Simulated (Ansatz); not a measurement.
Molecule: WF2, charge 0, multiplicity 3. The spin state was set by rule; other spins were not relaxed. SMILES: [F][W][F]
Geometry from a B3LYP-D3(BJ)/def2-TZVP (Ansatz, a program for electronic structure) optimisation:
```
W
F 1 1.8313
F 1 1.8313 2 180.00
```
Charge 0, spin multiplicity 3.

Wanted: atomisation energy (electronic, to ground-state atoms), in kcal/mol. Correlated levels leave the core frozen unless marked. UHF or UKS for open shells. No spin-orbit coupling. Frozen are the shells of the preceding noble gas and the d and f shells that filled before the atom's block. Past Kr the def2 sets carry scalar-relativistic core potentials. The coupled-cluster limit lacks core correlation, which all-electron functionals hold. CBS marks a two-point X^-3 extrapolation of the correlation energy; Hartree-Fock from the larger set. [CCSD(T)-MP2]/basis is that difference in the basis named.

| level | program | atomisation energy (kcal/mol) |
|---|---|---|
| PBE-D3(BJ)/def2-TZVPD | Ansatz + dftd3 | 281.3 |

### Question
Predict the RI-MP2/CBS(def2-TZVPPD,def2-QZVPPD)+[CCSD(T)-MP2]/def2-TZVPPD result (Ansatz).

### Answer
268.8 kcal/mol, so PBE-D3(BJ)/def2-TZVPD differs from it by 12.5 kcal/mol.
